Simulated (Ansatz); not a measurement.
Two isomers of C2H5FSSi: A = `F/C(S)=C\[SiH3]`, B = `C[Si@H]1S[C@H]1F`.

Gas-phase electronic energies from Ansatz, PBE0-D4/def2-TZVP geometries. CBS: MP2 limit from def2 TZ/QZ plus the TZ coupled-cluster correction, frozen cores. Functionals use def2-TZVPP. B3LYP here is the variant with VWN-RPA as its local correlation; programs differ in this. One conformer a species, not always the lowest.

Question: Which is lower in electronic energy at CCSD(T)/CBS, and by how much? (An estimate is asked.)

Answer: The calculation gave: B, by 24.1 kcal/mol.

Question: Give E(B) − E(A) in kcal/mol with HF/def2-TZVPP, CCSD/def2-TZVPP, B3LYP-D4, B3LYP, CCSD(T)/def2-TZVPP, PBE-D4, r2SCAN-D4. (Estimate.)

Answer: Ansatz gave: HF/def2-TZVPP -17.1, CCSD/def2-TZVPP -21.8, B3LYP-D4 -21.0, B3LYP -20.7, CCSD(T)/def2-TZVPP -22.2, PBE-D4 -25.3, r2SCAN-D4 -25.0. None reverses the order clearly.

Largest T1 diagnostic: 0.013.

From PBE to PBE0 (25 % exact exchange), in def2-TZVPP and without D4, E(B) − E(A) moves by −1.1 kcal/mol. In def2-TZVPP, CCSD(T) changes the Hartree–Fock value by −5.1 kcal/mol (the triples alone add −0.4 kcal/mol) and MP2 by −8.0 kcal/mol.
